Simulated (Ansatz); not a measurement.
This geometry of H3LiOSSi (7 atoms, charge 0, multiplicity 1) is a first-order saddle point.

Method: RKS PBE-D4/def2-SVP (Ansatz).

```xyz
7
Properties=species:S:1:pos:R:3
Li -0.038 -1.057 1.300
O 1.521 -1.297 0.527
S 1.293 -0.187 -0.626
Si -0.760 0.700 -0.631
H 0.715 1.487 -0.533
H -0.955 0.772 0.904
H -1.776 -0.418 -0.942
```

(1) Which two structures does it join? (They come from a converged band through this point; their orientation in space is the band's.)

(2) How far does it lie above each of them?

Answers

(1) Bonds broken: Si4–H5. Bonds formed: Li1–S3, Li1–Si4, S3–H5.

First end point:

```xyz
7
Properties=species:S:1:pos:R:3
Li 0.541 -2.497 1.858
O 0.955 -1.329 0.850
S 1.481 -0.157 -0.189
Si -0.398 0.813 -0.558
H -0.156 1.952 -1.519
H -1.011 1.354 0.712
H -1.411 -0.136 -1.154
```

Last end point:

```xyz
7
Properties=species:S:1:pos:R:3
Li -0.193 -1.037 1.123
O 1.442 -0.821 0.470
S 1.076 0.082 -0.795
Si -1.235 0.605 -0.698
H 1.421 1.385 -0.434
H -1.068 0.735 0.872
H -1.443 -0.950 -0.538
```

(2) 157.9 kJ/mol above the first and 89.4 kJ/mol above the second. This is the barrier of this one path; another mechanism may lie lower. The orbitals stay closed-shell, which can raise the energy where a bond breaks towards radicals; this wasn't checked here.

Run time: 110 s on 1 thread of Intel(R) Xeon(R) 6975P-C (Granite Rapids) (shared host), peak memory 0.15 GiB.
